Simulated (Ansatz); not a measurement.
Consider the hydrogenolysis of the Si–Si bond: `O[SiH2][SiH2]S` + H₂ → `[SiH3]S` + `O[SiH3]`.

Computed with Ansatz on PBE0-D4/def2-TZVP structures; ΔE is electronic, products minus reactants. CCSD(T)/CBS is the MP2 limit (def2-TZVPP, def2-QZVPP) plus CCSD(T) − MP2 in def2-TZVPP, frozen cores. This one scheme is used for every species. Functionals use def2-TZVPP. One conformer a species, not always the lowest.

CCSD(T)/CBS gives -20.7 kJ/mol.

Problem. Another level gave -17.8 kJ/mol. Which?
A. BLYP/def2-TZVPP
B. PBE-QIDH/def2-TZVPP
C. HF/def2-TZVPP
D. r2SCAN0-D4/def2-TZVPP

Solution. D. r2SCAN0-D4 -17.8, HF/def2-TZVPP -59.4, PBE-QIDH -22.4, BLYP -28.5 kJ/mol.

Problem. What do rigid-rotor, harmonic-oscillator terms from PBE0-D4/def2-TZVP frequencies (298.15 K, 1 bar) make of the CCSD(T)/CBS value? (Best estimate.)

Solution. Ansatz gave: ΔZPE = +10.5 kJ/mol, ΔH = -15.2 kJ/mol, ΔS = 40 J/(mol·K), ΔG = -27.0 kJ/mol.

Largest T1 diagnostic among the species: 0.012.

In def2-TZVPP, CCSD(T) changes the Hartree–Fock value by +34.1 kJ/mol (the triples alone add +6.6 kJ/mol) and MP2 by +34.6 kJ/mol. From r2SCAN to r2SCAN0 (25 % exact exchange), in def2-TZVPP and without D4, ΔE moves by −6.0 kJ/mol. At CCSD(T), def2-SVP lies −13.4 kJ/mol from the extrapolated value and def2-TZVPP −4.5 kJ/mol.
